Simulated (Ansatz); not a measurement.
Relaxation of CH8ClNOSi (13 atoms, charge 0, multiplicity 1), to a largest force component of 0.03 eV/Å in at most 50 steps.

All numbers below come from RKS PBE0-D4/6-31G* (Ansatz 0.2.0).

```xyz
13
Properties=species:S:1:pos:R:3
Si -1.758 0.447 0.515
O 1.073 0.795 -0.631
C 1.976 -0.249 -0.321
H -3.075 0.164 1.139
H -1.705 1.769 -0.151
N -1.435 -0.815 -0.582
H 1.035 1.368 0.150
Cl -0.464 0.647 2.186
H 3.008 0.119 -0.212
H 1.953 -0.949 -1.165
H 1.688 -0.786 0.595
H -0.595 -0.740 -1.140
H -1.702 -1.770 -0.384
```

Question: Where does it end, and by what steps?

Answer: The run converged. The force dipped under the threshold on the way, but the program's further checks kept it going. After 12 steps the energy has fallen by 0.040 eV; H5 moved furthest, 0.61 Å.

```
step  energy less start (eV)  largest force component (eV/Å)  accepted
   0                  0.0000                           0.191       yes
   1                 -0.0104                           0.165       yes
   2                 -0.0197                           0.089       yes
   3                 -0.0237                           0.091       yes
   4                 -0.0279                           0.197       yes
   5                 -0.0321                           0.181       yes
   6                 -0.0344                           0.129       yes
   7                 -0.0362                           0.090       yes
   8                 -0.0386                           0.054       yes
   9                 -0.0394                           0.018       yes
  10                 -0.0401                           0.037       yes
  11                 -0.0403                           0.034       yes
  12                 -0.0405                           0.018       yes
```

```xyz
13
Properties=species:S:1:pos:R:3
Si -1.994 0.483 0.608
O 1.273 0.650 -0.827
C 2.104 -0.396 -0.359
H -3.151 -0.114 1.316
H -2.299 1.789 -0.017
N -1.421 -0.610 -0.568
H 1.075 1.214 -0.065
Cl -0.585 0.963 2.099
H 3.058 -0.017 0.032
H 2.316 -1.040 -1.216
H 1.617 -0.997 0.422
H -0.575 -0.325 -1.060
H -1.419 -1.600 -0.363
```

Whether the end is a true minimum wasn't checked by a vibrational analysis.

The run took 64 s on 2 threads of AMD EPYC 7R43 64-Core Processor (Zen 3), on a shared host, peak memory 0.24 GiB.
